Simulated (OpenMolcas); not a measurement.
Se V: effect of the active space

```
Program             : OpenMolcas 26.06
Method              : XMS-CASPT2 or its RAS form, IPEA 0.25 Eh, imaginary shift 0.1 Eh
Basis               : ANO-RCC-VTZP
Scalar Hamiltonian  : DKH2, point nucleus
Spin-orbit coupling : RASSI with atomic mean-field integrals over the reference wave functions, term energies averaged over their components
```

A. 2 electrons in 4 orbitals (4s 4p); 2S+1 = 3 even, 3 roots; 2S+1 = 1 even, 7 roots; 2S+1 = 3 odd, 3 roots; 2S+1 = 1 odd, 3 roots; closed shells correlated: 3d; CASPT2 step of the order of 1.8 core-seconds
B. 2 electrons in 9 orbitals (RAS2 4s 4p; RAS3 4d, at most 2 electrons); 2S+1 = 3 even, 3 roots; 2S+1 = 1 even, 7 roots; 2S+1 = 3 odd, 3 roots; 2S+1 = 1 odd, 3 roots; closed shells correlated: 3d; CASPT2 step roughly 5 core-seconds

Energies in cm-1 above 4s2 1S0, the measured ground level; measured values from the list in Rauch et al., Astron. Astrophys. 606, A105 (2017).

```json
{"Level": "4s2 1S0", "A": "0.0", "B": "0.0", "Measured": "0.0"}
{"Level": "4s 4p 3P* 0", "A": "87300", "B": "87160", "Measured": "89749"}
{"Level": "4s 4p 3P* 1", "A": "88750", "B": "88600", "Measured": "91350"}
{"Level": "4s 4p 3P* 2", "A": "91920", "B": "91760", "Measured": "94960"}
{"Level": "4s 4p 1P* 1", "A": "133750", "B": "133000", "Measured": "131733"}
{"Level": "4p2 1D2", "A": "209740", "B": "209850", "Measured": "213203"}
{"Level": "4p2 3P0", "A": "210380", "B": "210200", "Measured": "211794"}
{"Level": "4p2 3P1", "A": "212340", "B": "212140", "Measured": "214091"}
{"Level": "4p2 3P2", "A": "216130", "B": "215810", "Measured": "218615"}
```

Deviations, from unrounded energies. A percentage is the sum of absolute deviations over the sum of measured energies, with the sign that they share, or ± where signs differ.

```json
{"Against measurement": "mean absolute deviation (cm-1)", "Levels": "8", "A": "2400", "B": "2400"}
{"Against measurement": "other configurations (%)", "Levels": "8", "A": "±1.5", "B": "±1.5"}
```

A, B lie about equally close to measurement. The largest miss of A in the table is 4p2 1D2, by -3500 cm-1. The ranking rests on the paired levels alone, and a cruder setting can come out closer through cancelling errors.

The two smallest mean deviations differ by little beside CASPT2's spread within terms, so their order carries little weight.

Between A and B the level of the table that moves most is 4s 4p 1P* 1, by 750 cm-1 (lowest in B, highest in A). Moves below CASPT2's spread within the term are not significant.

Term energies are means over components that CASPT2 splits; among the terms shown or strongly mixed into the levels shown the widest spread is 510 cm-1 (4p2 1D, A). Over all roots computed the reference weight is 0.84 to 0.99 in A; the roots of lowest weight are the least certain, and an intruder state may touch them. The ¹D term of p² mixes with s d, which this space lacks (holds for A). Active for correlation alone: 4d; no level in the range computed is led by a configuration that fills it, so any true level of that kind is missing (holds for B). Some terms mix strongly with configurations of 4d, whose occupation reaches 0.21 (4p2 1D) (holds for B). Measured partners are found by configuration, term and J. A level has none where our copy of the source lacks it or the pairing is in doubt (some pairs that miss far off the trend of their configuration count as doubtful), and it then counts in no deviation. Only configurations of the active space appear. The table leaves out levels that lie high or whose names do not pair safely across all columns.

* marks odd parity.
